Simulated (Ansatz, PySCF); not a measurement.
System: Si₂H₄F, charge 0, doublet. Si2H4F (SMILES F[SiH][SiH3], doublet).
B3LYP-D3(BJ)/def2-TZVP minimum from Ansatz (an electronic-structure program):
```
Si
H 1 1.4807
H 1 1.4829 2 109.39
H 1 1.4847 2 109.11 3 119.61
Si 1 2.3509 2 109.37 4 123.80
F 5 1.6182 1 110.41 2 -63.72
H 5 1.4910 6 106.48 1 123.84
```
Charge 0, spin multiplicity 2.

Atomisation energy term by term, kcal/mol (programs: Ansatz). Radicals and triplets start from unrestricted determinants; spin-orbit coupling is neglected. Correlated methods leave the cores frozen. Rows without X2C or -DK are non-relativistic. CBS(X,Y): correlation extrapolated as X^-3, Hartree-Fock from the larger set. A bracket is a step between two methods taken in the basis named. 'core' is core correlation in cc-pwCVTZ (1s frozen past Ne), 'X2C' scalar relativity in cc-pVTZ-DK, both at CCSD(T). For partners of very few electrons the exact lower level stands in for a higher one.

```json
[
 {"term": "Hartree-Fock", "basis": "cc-pV(Q+d)Z", "kcal/mol": "379.85"},
 {"term": "CCSD correlation", "basis": "CBS(cc-pV(T+d)Z,cc-pV(Q+d)Z)", "kcal/mol": "111.69"},
 {"term": "(T)", "basis": "CBS(cc-pV(T+d)Z,cc-pV(Q+d)Z)", "kcal/mol": "5.51"},
 {"term": "CCSDT(Q) - CCSD(T)", "basis": "cc-pV(D+d)Z", "kcal/mol": "0.51"},
 {"term": "core correlation", "basis": "cc-pwCVTZ", "kcal/mol": "-0.36"},
 {"term": "scalar relativity", "basis": "X2C, cc-pVTZ-DK", "kcal/mol": "-1.42"},
 {"term": "minus zero-point energy", "basis": "harmonic, PySCF's Hessian at B3LYP-D3(BJ)/def2-TZVP", "kcal/mol": "-22.03"},
 {"term": "sum: D0", "basis": "", "kcal/mol": "473.8"}
]
```
